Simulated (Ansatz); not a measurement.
Ansatz results at the PBE0-D4/def2-TZVP geometry: HOMO–LUMO gap (B3LYP/def2-TZVPP) 8.45 eV; HOMO energy (B3LYP/def2-TZVPP) -7.40 eV; HOMO energy (PBE0/def2-TZVPP) -7.64 eV.

Each molecule was computed in one conformer, which needn't be the lowest.

Problem. Which molecule gave them?
A. `C1=CCC=CC1`
B. `CCOCOCC`
C. `s1p2sp3p1p3s2`
D. `CC(=O)Br`

Solution. B. The others give `CC(=O)Br`: 6.60, -7.99, -8.26; `s1p2sp3p1p3s2`: 4.74, -7.11, -7.36; `C1=CCC=CC1`: 6.56, -6.43, -6.62.

B3LYP here is the variant with VWN-RPA as its local correlation; programs differ in this.
